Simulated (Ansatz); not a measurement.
## Nudged elastic band run: AlBF2H2

input.yaml

```yaml
crystal:
  periodic: [false, false, false]
  atoms:
    - { symbol: F, position_ang: [0.430586, -0.327277, -2.067516] }
    - { symbol: B, position_ang: [0.748949, 0.141324, -0.873215] }
    - { symbol: Al, position_ang: [-0.589232, -0.109066, 0.811591] }
    - { symbol: F, position_ang: [-2.11822, -0.739853, 0.563057] }
    - { symbol: H, position_ang: [1.827463, 0.704975, -0.799038] }
    - { symbol: H, position_ang: [-0.257447, 0.265798, 2.318921] }
basis:
  gaussian: { orbitals: def2-SVP }
hamiltonian:
  xc: pbe0
neb:
  order_check: false
  images: 7
  f_tol: 0.03
  max_iterations: 60
  final_atoms:
    - { symbol: F, position_ang: [1.897706, 0.62366783, -0.75970051] }
    - { symbol: B, position_ang: [0.69081878, 0.10245936, -0.92193935] }
    - { symbol: Al, position_ang: [-0.58461454, -0.11025002, 0.81154082] }
    - { symbol: F, position_ang: [-2.14517834, -0.65587412, 0.55778174] }
    - { symbol: H, position_ang: [0.40323842, -0.21702107, -2.0602137] }
    - { symbol: H, position_ang: [-0.21987132, 0.19291901, 2.32633099] }
  initial_path:
    images:
      - { positions_ang: [[0.430586, -0.327277, -2.067516], [0.748949, 0.141324, -0.873215], [-0.589232, -0.109066, 0.811591], [-2.11822, -0.739853, 0.563057], [1.827463, 0.704975, -0.799038], [-0.257447, 0.265798, 2.318921]] }
      - { positions_ang: [[0.41570048, -0.03391182, -2.0432374], [0.74446875, 0.12923438, -0.85681366], [-0.59337382, -0.11060602, 0.79934976], [-2.0171601, -0.90586343, 0.61748266], [1.81779244, 0.42005324, -0.79781701], [-0.32532875, 0.43699465, 2.23483566]] }
      - { positions_ang: [[0.40081495, 0.25945336, -2.01895879], [0.73998851, 0.11714477, -0.84041232], [-0.59751565, -0.11214604, 0.78710852], [-1.91610021, -1.07187387, 0.67190832], [1.80812189, 0.13513149, -0.79659603], [-0.39321049, 0.6081913, 2.15075031]] }
      - { positions_ang: [[0.38592943, 0.55281854, -1.99468019], [0.73550826, 0.10505515, -0.82401099], [-0.60165747, -0.11368607, 0.77486728], [-1.81504031, -1.2378843, 0.72633397], [1.79845133, -0.14979027, -0.79537504], [-0.46109224, 0.77938795, 2.06666497]] }
      - { positions_ang: [[0.3710439, 0.84618373, -1.97040159], [0.73102802, 0.09296553, -0.80760965], [-0.6057993, -0.11522609, 0.76262604], [-1.71398041, -1.40389474, 0.78075963], [1.78878077, -0.43471203, -0.79415406], [-0.52897398, 0.9505846, 1.98257962]] }
      - { positions_ang: [[0.75270943, 0.79055475, -1.66772632], [0.72097571, 0.09533899, -0.83619207], [-0.60050311, -0.11398207, 0.77485473], [-1.82177989, -1.21688958, 0.72501516], [1.44239518, -0.38028929, -1.11066897], [-0.45169831, 0.7611682, 2.06851747]] }
      - { positions_ang: [[1.13437495, 0.73492578, -1.36505105], [0.7109234, 0.09771244, -0.8647745], [-0.59520692, -0.11273805, 0.78708343], [-1.92957938, -1.02988443, 0.66927069], [1.09600959, -0.32586655, -1.42718388], [-0.37442265, 0.5717518, 2.15445531]] }
      - { positions_ang: [[1.51604048, 0.67929681, -1.06237578], [0.70087109, 0.1000859, -0.89335692], [-0.58991073, -0.11149403, 0.79931212], [-2.03737886, -0.84287927, 0.61352621], [0.749624, -0.27144381, -1.74369879], [-0.29714698, 0.38233541, 2.24039315]] }
      - { positions_ang: [[1.897706, 0.62366783, -0.75970051], [0.69081878, 0.10245936, -0.92193935], [-0.58461454, -0.11025002, 0.81154082], [-2.14517834, -0.65587412, 0.55778174], [0.40323842, -0.21702107, -2.0602137], [-0.21987132, 0.19291901, 2.32633099]] }
```

Launched with:

```bash
$ ansatz run input.yaml --threads 1 --pin off --max-ram 2048MiB --backend cpu --events-out ev --progress --plain --runs-dir out
```

Output, in part (warnings, iteration lines, the closing report on the highest movable image, with atoms numbered from 0):

```
NEB end point (image 0): max|allowed force component| = 1.470e-2 eV/Å (the criterion of neb.relax_end_points is 1.000e-2)
NEB end point (image 8): max|allowed force component| = 4.509e-3 eV/Å (the criterion of neb.relax_end_points is 1.000e-2)
NEB iter   1: max|band force component| = 7.093e1 eV/Å  barrier→ = 19.1991 eV  barrier← = 19.2096 eV  Δτ_max = 0.1940 Å  (216 SCF iters)
NEB iter   2: max|band force component| = 3.657e1 eV/Å  barrier→ = 8.4447 eV  barrier← = 8.4552 eV  Δτ_max = 0.1983 Å  (231 SCF iters)
NEB iter   3: max|band force component| = 1.807e1 eV/Å  barrier→ = 3.2771 eV  barrier← = 3.2875 eV  Δτ_max = 0.1947 Å  (225 SCF iters)
NEB iter   4: max|band force component| = 8.059e0 eV/Å  barrier→ = 1.0968 eV  barrier← = 1.1073 eV  Δτ_max = 0.1128 Å  (219 SCF iters)
NEB iter   5: max|band force component| = 3.103e0 eV/Å  barrier→ = 0.2762 eV  barrier← = 0.2866 eV  Δτ_max = 0.0951 Å  (202 SCF iters)
NEB iter   6: max|band force component| = 8.271e-1 eV/Å  barrier→ = 0.0354 eV  barrier← = 0.0459 eV  Δτ_max = 0.0597 Å  (203 SCF iters)
NEB iter   7: max|band force component| = 2.316e-1 eV/Å  barrier→ = -0.0012 eV  barrier← = 0.0093 eV  CI = image 1  Δτ_max = 0.1478 Å  (185 SCF iters)
NEB iter   8: max|band force component| = 8.033e-1 eV/Å  barrier→ = 0.0005 eV  barrier← = 0.0110 eV  CI = image 2  Δτ_max = 0.0620 Å  (196 SCF iters)
NEB iter   9: max|band force component| = 5.560e-1 eV/Å  barrier→ = -0.0003 eV  barrier← = 0.0102 eV  CI = image 1  Δτ_max = 0.0741 Å  (198 SCF iters)
NEB iter  10: max|band force component| = 7.118e-2 eV/Å  barrier→ = -0.0003 eV  barrier← = 0.0102 eV  CI = image 1  Δτ_max = 0.0090 Å  (204 SCF iters)
NEB iter  11: max|band force component| = 3.989e-2 eV/Å  barrier→ = -0.0002 eV  barrier← = 0.0102 eV  CI = image 1  Δτ_max = 0.0076 Å  (158 SCF iters)
NEB iter  12: max|band force component| = 1.639e-2 eV/Å  barrier→ = -0.0002 eV  barrier← = 0.0103 eV  CI = image 1  Δτ_max = 0.0000 Å  (333 SCF iters)
Total energy: -12725.48376507 eV, -467.6529027235 hartree
Atom 0 at     0.355137    -0.185739    -2.086584 Å, force     0.003160     0.004385     0.002528 eV/Å
Atom 1 at     0.755008     0.135527    -0.868178 Å, force    -0.004552    -0.004629     0.000678 eV/Å
Atom 2 at    -0.586633    -0.098456     0.813895 Å, force    -0.006310    -0.004163    -0.002642 eV/Å
Atom 3 at    -2.069295    -0.832298     0.567163 Å, force     0.007447     0.002806     0.001074 eV/Å
Atom 4 at     1.894815     0.558015    -0.780286 Å, force     0.000942    -0.000321    -0.003231 eV/Å
Atom 5 at    -0.306932     0.358852     2.307790 Å, force    -0.000687     0.001922     0.001594 eV/Å
Dipole moment:     0.323669     0.148975     0.042230 e Å
```

It converged. The highest image is an end point: on this band no image between the ends rises above it. Inner images lie up to 0.010 eV below the lower end, so the ends aren't the lowest states on this path.

Final band (atoms are numbered from 1 in the order of the input):

| image | path coordinate (Å) | energy (kcal/mol) | dihedral F1–B2–Al3–F4 (°) |
| --- | --- | --- | --- |
| 0 | 0.00 | 0.0 | -7 |
| 1 | 0.27 | 0.0 | 6 |
| 2 | 0.78 | -0.1 | 31 |
| 3 | 1.28 | -0.3 | 56 |
| 4 | 1.79 | -0.4 | 80 |
| 5 | 2.29 | -0.5 | 104 |
| 6 | 2.80 | -0.4 | 127 |
| 7 | 3.30 | -0.3 | 151 |
| 8 | 3.80 | -0.2 | 175 |

Run time: 2.5 min on 1 thread of Arm Neoverse V2, on a shared host, peak memory 0.13 GiB.
